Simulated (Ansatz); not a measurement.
`[CH3][In]([CH3])[SeH]` + `C[BH][AlH][OH]` → `[OH][AlH][BH][SeH]` + `[CH3][In]([CH3])[CH3]`  (redistribution)

Isolated molecules relaxed with PBE0-D4/def2-TZVP in Ansatz; ΔE leaves out vibrations. CCSD(T)/CBS adds triple-zeta CCSD(T) − MP2 to the extrapolated MP2 energy (def2 sets, frozen cores). DFT in def2-TZVPP. B3LYP here is the variant with VWN-RPA as its local correlation; programs differ in this. HSE06 is defined as in plane-wave codes. Elements past krypton have def2 core potentials. For In, Se outer-core shells are correlated without core-valence functions, which leaves a few kJ/mol of doubt a bond. Scalar relativity is left out up to krypton. One conformer a species, not always the lowest.

Problem. Is it downhill or uphill in electronic energy at CCSD(T)/CBS, and by how much? (Estimate.)

Solution. Ansatz gave: Uphill: ΔE = +39.1 kJ/mol.

Problem. What do these levels give: B3LYP-D4, r2SCAN0-D4, HSE06-D4, ωB97X-V, PBE, revPBE, BHLYP, HF/def2-SVP, HF/def2-QZVPP, MP2/def2-QZVPP, HF/CBS(def2), MP2/CBS(def2)? (An estimate is asked.)

Solution. The calculation gave: B3LYP-D4 46.6, r2SCAN0-D4 46.8, HSE06-D4 43.8, ωB97X-V 45.7, PBE 38.3, revPBE 40.7, BHLYP 56.8, HF/def2-SVP 71.7, HF/def2-QZVPP 72.8, MP2/def2-QZVPP 36.8, HF/CBS(def2) 72.9, MP2/CBS(def2) 38.9 kJ/mol.

Largest T1 diagnostic among the species: 0.014.

From r2SCAN to r2SCAN0 (25 % exact exchange), in def2-TZVPP and without D4, ΔE moves by +4.5 kJ/mol. Leaving LDA and LC-ωPBE aside and taking each functional with its dispersion term where it has one, the values, not all of them listed here, spread over 19.3 kJ/mol, from revPBE-D4 to BHLYP-D4. LDA lies −5.8 kJ/mol from PBE without D4.
